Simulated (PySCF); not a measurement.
Compound: C₇H₅F₃O.
Numbering: `[F:1][C:2]1=[C:3]([CH:4]([F:5])[F:6])[C@@H:7]2[CH:8]=[CH:9][C@H:10]1[O:11]2`

Geometry (PBE0-D3(BJ)/def2-SVP, Å), atoms numbered from 1 in this order:
```xyz
16
C7H5F3O angstrom
F     -0.408    2.797   -0.104
C     -0.033    1.546   -0.253
C     -0.750    0.424   -0.223
C     -2.179    0.180    0.050
F     -2.307   -0.523    1.207
F     -2.735   -0.578   -0.926
C      0.339   -0.667   -0.320
C      1.117   -0.655    1.012
C      1.814    0.481    0.985
C      1.441    1.122   -0.369
O      1.279   -0.028   -1.175
H     -2.759    1.113    0.142
H      0.012   -1.636   -0.714
H      1.034   -1.401    1.802
H      2.458    0.923    1.744
H      2.130    1.856   -0.803
```

NICS is the negative of the GIAO shielding at a point without a nucleus: at the ring centre (0) and 1 Å above and below it (1); zz is the component along the ring normal. Level: GIAO KT2/pcSseg-2 (PySCF, non-relativistic, gas phase) on the PBE0-D3(BJ)/def2-SVP geometry, one conformer.

Rings: 1. C2–C3–C7–O11–C10; 2. C7–C8–C9–C10–O11.

```
set  NICS(0)  NICS(1), two faces  NICS(1)zz, two faces
  P     -4.6         -1.8 / -1.9           -0.1 / -4.4
  Q     -2.4         -3.1 / -2.5           -4.7 / -8.6
```

Which set (ppm) belongs to which ring?

P = 1, Q = 2.
- 1 (5-membered ring with O; formal bonds 1 double, 4 single): mean NICS(1)zz -2.3 ppm, near zero. C7, C10 have four or more neighbours; no verdict on aromaticity is drawn. C8, outside the ring, lies only 1.19 Å from a NICS(1) probe, which then mostly feels that atom.
- 2 (5-membered ring with O; formal bonds 1 double, 4 single): mean NICS(1)zz -6.6 ppm, shielded. C7, C10 have four or more neighbours; no verdict on aromaticity is drawn. C2, outside the ring, lies only 1.17 Å from a NICS(1) probe, which then mostly feels that atom.

How do the rings differ in shape?

```tsv
ring	bond lengths (Å)	rms pucker (Å)	HOMA	nearest outside atom to a NICS(1) probe (Å)
1	1.332, 1.544, 1.422, 1.414, 1.538	0.25	–	carbon 1.19
2	1.543, 1.333, 1.544, 1.414, 1.422	0.24	–	carbon 1.17
```

Time: 92 s wall, 3.3 min CPU; peak memory 2.5 GiB. Hardware: an INTEL XEON PLATINUM 8581C at 2.10 GHz with 2 threads, no GPU, shared host with 80 logical CPUs at a one-minute load of 9.4. This is the whole shielding run at KT2/pcSseg-2, SCF included.
